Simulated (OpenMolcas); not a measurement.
Fe3+ with 6 ligands (chloride) in octahedral coordination (Oh). A charge of +0.5 e stands 2.4 Å behind each ligand. Ligand basis ANO-RCC-VDZP.

- Program: OpenMolcas
- Method: CASSCF
- Basis: ANO-RCC-VTZP [6s5p3d2f1g]
- Scalar Hamiltonian: DKH2, point nucleus
- Active space: 5 electrons in 5 orbitals (3d)
- State averaging: 2S+1 = 6 even, 1 root; 2S+1 = 4 even, 24 roots; 2S+1 = 2 even, 75 roots
- Spin-orbit coupling: RASSI with atomic mean-field integrals over the reference wave functions

All ligands move together. At R = 2.26 Å |10Dq| is 10582 cm-1, and at R = 2.41 Å it is 8082 cm-1.

**Question.** A third run gives 6342 cm-1. What distance was it run at?

**Answer.** With a power law R^-n the two known points give n = -ln(8082 / 10582) / ln(2.41 / 2.26) = 4.19. Then R = 2.26 × (10582 / 6342)^(1/4.19) = 2.554 Å. The run was at 2.53 Å, so the estimate is off by +0.024 Å.

Without dynamic correlation the repulsion within the d shell is too large (B by tens of per cent), so at a given field states of lower spin stand too high. Ligand-to-metal charge-transfer states are missing. With no ligand orbital active B as a rule stays too high, so bands that hang on it stand too high and its fall with covalency is understated. With metal d orbitals alone and no dynamic correlation the field as a rule comes out too small, by tens of per cent, by up to half for chloride and softer ligands. No measured value stands beside these numbers; the geometry was imposed, not optimised, and the real ion may take another.
